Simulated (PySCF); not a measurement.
**Does the structure fit the spectrum?**

A compound C6H7F3O2 gives the data below (simulated from a calculation) and was assigned the structure `C=C(C)O/C=C/OC(F)(F)F`.

¹³C{¹H} NMR (computed): δ 170.9 (C), 144.3 (CH2), 135.2 (CH), 133.4 (C), 68.6 (CH), 16.0 (CH3).

¹H NMR (600 MHz, computed): δ 7.16 (m, 1H), 6.44 (m, 1H), 6.39 (m, 1H), 6.04 (m, 1H), 1.52 (d, 3H).

One conformer, relativity neglected, no solvent model, equivalent nuclei averaged. Geometry: GFN2-xTB; PBE0/pcSseg-1 with gauge-including orbitals; PySCF 2.14.

References, each an isolated molecule treated in the same way: TMS for ¹H (31.72 ppm) and ¹³C (186.93 ppm).

Problem. Compare with the shifts computed for the proposed structure, pairing carbons in order of shift.

Solution. Mapped SMILES: `[CH2:1]=[C:2]([CH3:3])[O:4]/[CH:5]=[CH:6]/[O:7][C:8]([F:9])([F:10])[F:11]`. Hydrogens are named by the atom that carries them.

| atom | computed for proposal | given list | difference |
| --- | --- | --- | --- |
| C2 | 168.3 | 170.9 | -2.6 |
| C5 | 142.4 | 144.3 | -1.9 |
| C6 | 136.1 | 135.2 | +0.9 |
| C8 | 129.9 | 133.4 | -3.5 |
| C1 | 92.0 | 68.6 | +23.4 |
| C3 | 23.4 | 16.0 | +7.4 |

The rms difference is 10.2 ppm and the largest +23.4 ppm at C1 (β carbon of an enol-ether or enamine type C=C). The carbon types in order of shift don't match either: C, CH, CH, C, CH2, CH3 for the proposal against C, CH2, CH, C, CH, CH3 in the data. The proposal doesn't fit.

Problem. Which isomer fits?

Solution. `InChI=1S/C6H7F3O2/c1-3-5(10)11-4(2)6(7,8)9/h3-4H,1H2,2H3/t4-/m1/s1`.

1. Carbon types of the structure: 2 × C, 2 × CH, 1 × CH2, 1 × CH3, which accounts for all hydrogens.
2. δC 170.9: ester carbonyl carbon; lone-pair donation from the attached heteroatom keeps it upfield of a ketone carbonyl.
3. δC 135.2: α carbon of a C=C–C=O unit; an sp2 carbon of a C=C bond.
4. δC 133.4: CF3 carbon; 3 electronegative neighbours deshield it.
5. δC 68.6: sp3 CH bonded to O; deshielded by the electronegative neighbour.

Other isomers checked: C[C@H]1OCC=C1OC(F)(F)F (rms 24.3 ppm).

The data come from this structure; uniqueness wasn't tested.

Splittings by ¹⁹F in the carbon and heteronuclear signals aren't shown, as no couplings were computed. Shifts are as computed. Against solution values, carbons near 30 ppm lie about +3 ppm off and those near 130 ppm about +5 ppm. Of 1211 compounds with measured shifts, 218 miss one by over three times the rms of a fit or turn the order of signals round; such compounds aren't used in these exercises. No couplings were computed; multiplicities are counted from neighbouring protons, with m where these are inequivalent, close in shift, in a saturated or five-membered ring or joined by F or P, and br s for small geminal =CH2 splittings.
